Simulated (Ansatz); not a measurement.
Reaction (ligand exchange at a Ge–C bond): `F[CH2][GeH3]` + CH₃NH₂ → `C[NH][GeH3]` + `CF`

Computed with Ansatz on PBE0-D4/def2-TZVP structures; ΔE is electronic, products minus reactants. CCSD(T)/CBS is the MP2 limit (def2-TZVPP, def2-QZVPP) plus CCSD(T) − MP2 in def2-TZVPP, frozen cores. This one scheme is used for every species. DFT in def2-TZVPP. HSE06 is defined as in plane-wave codes. For Ge outer-core shells are correlated without core-valence functions, which leaves a few kJ/mol of doubt a bond. Scalar relativity is left out up to krypton.

`F[CH2][GeH3]`:

Cartesian coordinates in Å:
```
F -0.679 1.798 0.412
C -0.329 0.519 0.815
Ge 0.316 -0.533 -0.727
H -1.207 0.047 1.264
H 0.449 0.601 1.579
H 1.550 0.148 -1.336
H 0.694 -1.939 -0.228
H -0.795 -0.640 -1.780
```

CH₃NH₂:

Z-matrix (Å, degrees):
```
C
N 1 1.453
H 1 1.092 2 109.4
H 1 1.100 2 115.4 3 -121.6
H 1 1.092 2 109.4 3 116.8
H 2 1.012 1 110.6 3 62.6
H 2 1.012 1 110.6 3 -179.3
```

`C[NH][GeH3]`:

```xyz
10

C     0.968    0.842    0.568
N     0.108   -0.321    0.680
Ge   -0.883   -0.807   -0.789
H     1.610    0.924    1.450
H     0.436    1.798    0.450
H     1.627    0.727   -0.296
H    -0.438   -0.300    1.530
H    -1.742   -2.012   -0.379
H     0.113   -1.179   -1.900
H    -1.799    0.328   -1.314
```

`CF`:

```xyz
5

C     0.011   -0.019    0.057
F    -0.245    0.412   -1.225
H    -0.407   -1.020    0.187
H    -0.451    0.672    0.765
H     1.092   -0.045    0.216
```

```
             level  ΔE (kcal/mol)  difference from CCSD(T)/CBS
         revPBE-D4           -5.8                          1.2
            B97M-V           -6.8                          0.2
        r2SCAN0-D4           -6.6                          0.4
          HSE06-D4           -6.0                          1.0
              PBE0           -5.5                          1.5
         CAM-B3LYP           -6.4                          0.6
RPA@PBE/def2-TZVPP           -7.2                         -0.2
     HF/def2-QZVPP           -8.8                         -1.8
    MP2/def2-QZVPP           -8.0                         -1.0
SCS-MP2/def2-QZVPP           -8.2                         -1.2
       CCSD(T)/CBS           -7.0                            0
```

Largest T1 diagnostic among the species: 0.011.

From BLYP to BHLYP (50 % exact exchange), in def2-TZVPP and without D4, ΔE moves by −1.8 kcal/mol. Leaving LDA and LC-ωPBE aside and taking each functional with its dispersion term where it has one, the values, not all of them listed here, spread over 2.5 kcal/mol, from BHLYP-D4 to PBE-D4.
